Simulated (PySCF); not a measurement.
A PySCF script (with the pyscf-properties extension) for the NMR shieldings of SMILES CPCCPCC(C)=O, C6H14OP2, on a GFN2-xTB geometry:

```python
import basis_set_exchange as bse
import numpy as np
from pyscf import gto, dft
from pyscf.prop import nmr

atoms = """
C     4.182676   -0.803140   -0.579402
P     2.411951   -1.340750   -0.591608
C     1.664898    0.198799    0.151875
C     0.190381   -0.014069    0.471628
P    -0.518438    1.508652    1.286736
C    -2.335850    1.053770    1.224754
C    -2.780166    0.735304   -0.179173
C    -3.387046   -0.631081   -0.361688
O    -2.646380    1.521470   -1.083014
H     4.334260   -0.076923   -1.377060
H     4.460414   -0.357335    0.374124
H     4.813483   -1.667374   -0.777545
H     2.472427   -2.040903    0.623266
H     1.771416    1.005011   -0.581243
H     2.216270    0.486261    1.052385
H     0.078906   -0.852399    1.168713
H    -0.360949   -0.251645   -0.441714
H    -0.562639    2.273115    0.116765
H    -2.866720    1.942944    1.576453
H    -2.524721    0.234473    1.920898
H    -4.307916   -0.694507    0.215508
H    -3.606902   -0.810177   -1.410979
H    -2.704107   -1.392513    0.008810
"""
names = dict.fromkeys(["C", "P", "O", "H"], "pcSseg-1")
basis = {el: gto.basis.parse(bse.get_basis(n, elements=[el], fmt="nwchem")) for el, n in names.items()}
mol = gto.M(atom=atoms, basis=basis, charge=0, verbose=0)
mf = dft.RKS(mol, xc="PBE0")
mf.grids.level = 2
mf.grids.alignment = dft.numint.BLKSIZE   # the property module wants whole blocks of grid points
mf.conv_tol = 1e-9
mf.kernel()

calc = nmr.RKS(mf)   # GIAO
C = mf.mo_coeff
Co = C[:, mf.mo_occ > 0]
resp = mf.gen_response(singlet=True, hermi=2)
def vind(x):   # induced exchange potential for any number of trial vectors
    d = np.einsum("pi,xij,qj->xpq", C, 2 * x.reshape(-1, C.shape[1], Co.shape[1]), Co, optimize=True)
    return np.einsum("xpq,pi,qj->xij", resp(d - d.transpose(0, 2, 1)), C, Co, optimize=True).ravel()
mo1, _ = nmr.rhf.solve_mo1(calc, with_cphf=vind)
sigma = calc.kernel(mo1)
for i, s in enumerate(sigma):   # ppm
    w = np.linalg.eigvalsh((s + s.T) / 2)
    print("%2d %-2s iso %8.1f  s11 %8.1f  s22 %8.1f  s33 %8.1f" % (i, mol.atom_pure_symbol(i), w.mean(), *w))
```

Question: What does it print?

Answer: 
```
 0 C  iso    177.9  s11    164.8  s22    180.6  s33    188.1
 1 P  iso    419.2  s11    368.6  s22    420.6  s33    468.5
 2 C  iso    158.7  s11    136.8  s22    157.9  s33    181.5
 3 C  iso    164.2  s11    146.7  s22    162.2  s33    183.7
 4 P  iso    392.9  s11    355.0  s22    383.2  s33    440.4
 5 C  iso    149.8  s11    130.6  s22    145.0  s33    173.7
 6 C  iso    -26.7  s11   -116.3  s22    -69.6  s33    105.7
 7 C  iso    149.6  s11    126.9  s22    131.5  s33    190.6
 8 O  iso   -319.1  s11   -889.6  s22   -425.0  s33    357.4
 9 H  iso     30.7  s11     26.3  s22     28.5  s33     37.3
10 H  iso     30.2  s11     25.1  s22     28.9  s33     36.7
11 H  iso     30.6  s11     25.7  s22     27.3  s33     38.9
12 H  iso     28.5  s11     23.8  s22     28.3  s33     33.5
13 H  iso     30.6  s11     25.1  s22     31.9  s33     34.8
14 H  iso     29.8  s11     24.5  s22     31.1  s33     33.8
15 H  iso     30.7  s11     25.3  s22     31.9  s33     35.0
16 H  iso     29.7  s11     23.4  s22     31.4  s33     34.5
17 H  iso     27.7  s11     23.9  s22     26.7  s33     32.5
18 H  iso     29.4  s11     25.3  s22     27.2  s33     35.8
19 H  iso     29.2  s11     26.3  s22     28.5  s33     32.7
20 H  iso     29.3  s11     26.2  s22     28.2  s33     33.6
21 H  iso     29.6  s11     26.7  s22     27.3  s33     35.0
22 H  iso     29.6  s11     26.9  s22     30.8  s33     31.1
```

These numbers come from an equivalent density-fitted implementation of the same equations, which agrees with the script to about 0.01 ppm for H and up to a few tenths of a ppm for heavy atoms, so last digits may differ.

Size and cost of the density-fitted run: 237 basis functions, 59 s wall time on 1 thread of an Intel Xeon 6975P-C, shared host; peak memory 1.1 GiB.
